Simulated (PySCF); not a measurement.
# What a mistake does to a calculation on AlGeH4NO

These are calculations, not measurements. The program is PySCF 2.14.0, an open-source quantum chemistry code, run on an isolated molecule that a program drew, which may never have been made. The molecule is AlGeH4NO (charge 0, singlet), drawn as the SMILES string `[OH][GeH2][NH][Al]`.

Each row is a Hartree-Fock (HF) and frozen-core CCSD(T) single point in the cc-pV(D+d)Z basis, meant for a local HF minimum. Run 1 is clean. Each other run has one planted mistake out of seven kinds, and not every kind appears here: one electron removed, one electron added, multiplicity raised by two, geometry at a saddle point, minimal basis STO-3G, one bond length entered in bohr, all coordinates scaled. The reference is restricted for singlets and unrestricted otherwise, and also for a bond in bohr. Adding or removing an electron swaps singlet and doublet. Electrons count all cores. HOMO and LUMO are orbital energies over both spins, the gradient is its largest component, and the lowest frequency (negative if imaginary) is given only where the gradient is small. Bond lengths are over the 7 bonds as drawn. T1 is the CCSD diagnostic: over 0.02 (restricted) or 0.045 (unrestricted) a single reference is doubtful. Germanium has the cc-pVDZ-PP basis, with a core potential (ECP10MDF) in place of its 10 inner electrons, and its 3s, 3p and 3d shells are frozen in CCSD(T).

Geometry of the clean run:
```xyz
8
AlGeH4NO, angstrom
O     0.1033   -3.4565    2.1728
Ge   -1.3479   -2.7461    1.3994
N    -0.4635   -1.9332    0.0401
Al    1.3410   -2.1237   -0.1695
H    -0.0143   -4.1555    2.7984
H    -2.3060   -3.8713    0.9852
H    -2.0567   -1.7939    2.3696
H    -1.0160   -1.3419   -0.5605
```

```
run,electrons,basis functions,<S^2>,HOMO (eV),LUMO (eV),gradient (hartree/bohr),lowest frequency (cm^-1),mean bond (Å),longest bond (Å),T1,HF (hartree),CCSD(T) (hartree),mistake
1,64,94,0.000,-7.77,2.04,7.5e-06,60,1.4933,1.827,0.0145,-666.99143,-667.54575,no fault
2,64,94,2.003,-5.53,0.47,9.8e-03,-,1.4933,1.827,0.0222,-666.91652,-667.44348,multiplicity raised by two
3,64,94,0.858,-7.80,1.46,8.4e-03,-,1.6884,2.900,0.0404,-666.88913,-667.43334,?
4,63,94,0.756,-15.42,-6.26,4.7e-02,-,1.4933,1.827,0.0195,-666.73512,-667.25645,?
```

**Which mistake was planted in run 3, and what did it cost?**

The mean bond changes by a factor of 1.131 and the longest by 1.587, so the molecule wasn't scaled as a whole. A length L in bohr read as angstrom grows by (1/0.5292 - 1) L = 0.890 L. The 7 bonds together grew by 7 x 0.1951 = 1.366 Å, which gives L = 1.535 Å. That is the length of one of the Ge-H bonds, 1.535 Å in the clean geometry. So the mistake is: one bond length entered in bohr. Subtracting run 1 and multiplying by 627.51 kcal/mol a hartree, the energy moved by 64.2 kcal/mol in HF and 70.5 kcal/mol in CCSD(T).

**Which mistake was planted in run 4, and what did it cost?**

It counts 63 electrons, one fewer than the clean run, at the same geometry and basis. So the mistake is: one electron removed. Subtracting run 1 and multiplying by 627.51 kcal/mol a hartree, the energy moved by 160.8 kcal/mol in HF and 181.5 kcal/mol in CCSD(T).

